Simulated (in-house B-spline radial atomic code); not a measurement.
A fraction x of an electron is removed from 2p in Mg⁵⁺, starting from [He] 2s2 2p3 and keeping the highest spin. Method: non-relativistic LDA PW92, spin-polarised, spherical fractional occupations, point nucleus. Calculated with a B-spline radial code for spherical atoms.

```csv
x,E(x) - E(0) (eV),2p up level (eV)
0,0.0000,-168.626
0.02,3.3798,-169.355
0.2,34.4572,-175.961
0.27,46.8650,-178.550
0.45,79.6067,-185.258
0.5,88.9165,-187.135
0.55,98.3202,-189.016
0.63,113.5623,-192.038
0.85,156.7305,-200.417
0.97,181.0569,-205.029
1,187.2251,-206.186
```

The exact functional would give a straight line between the two integer points. Deviations E(x) - E(0) - x[E(1) - E(0)], in eV: -0.365 at x = 0.02, -2.988 at x = 0.2, -3.686 at x = 0.27, -4.645 at x = 0.45, -4.696 at x = 0.5, -4.654 at x = 0.55, -4.39 at x = 0.63, -2.411 at x = 0.85, -0.551 at x = 0.97.

The curve lies below the straight line by up to 4.696 eV (at x = 0.5): convex, the delocalisation error that favours fractional charges.

(1) How well does Slater's transition state (minus the level at half occupation) give the ionisation energy?

Answers

(1) It gives 187.135 eV against 187.225 eV from the two total energies; NIST lists 186.76 eV, ground level to ground level.
